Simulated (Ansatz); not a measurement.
Reaction (ligand exchange at the Sb–C bond): `[NH2][SbH][CH2]O` + H₂S → `[NH2][SbH][SH]` + CH₃OH

Isolated molecules relaxed with PBE0-D4/def2-TZVP in Ansatz; ΔE leaves out vibrations. CCSD(T)/CBS is the MP2 limit (def2-TZVPP, def2-QZVPP) plus CCSD(T) − MP2 in def2-TZVPP, frozen cores. This one scheme is used for every species. Functionals use def2-TZVPP. def2 core potentials past Kr. For Sb outer-core shells are correlated without core-valence functions, which leaves a few kJ/mol of doubt a bond. Each species was taken in one conformer, which may not be the lowest.

```json
{"species": "`[NH2][SbH][CH2]O`", "ωB97X-V energy (Eh)": "-411.92133"}
{"species": "H₂S", "ωB97X-V energy (Eh)": "-399.34253"}
{"species": "`[NH2][SbH][SH]`", "ωB97X-V energy (Eh)": "-695.56354"}
{"species": "CH₃OH", "ωB97X-V energy (Eh)": "-115.73250"}
```

Q: Work out ΔE.

A: ΔE = (-695.56354) + (-115.73250) − (-411.92133) − (-399.34253) = -0.03218 Eh = -84.5 kJ/mol. CCSD(T)/CBS gives -84.5 kJ/mol.

Largest T1 diagnostic among the species: 0.013.

In def2-TZVPP, CCSD(T) changes the Hartree–Fock value by +16.0 kJ/mol (the triples alone add +0.5 kJ/mol) and MP2 by +11.9 kJ/mol.
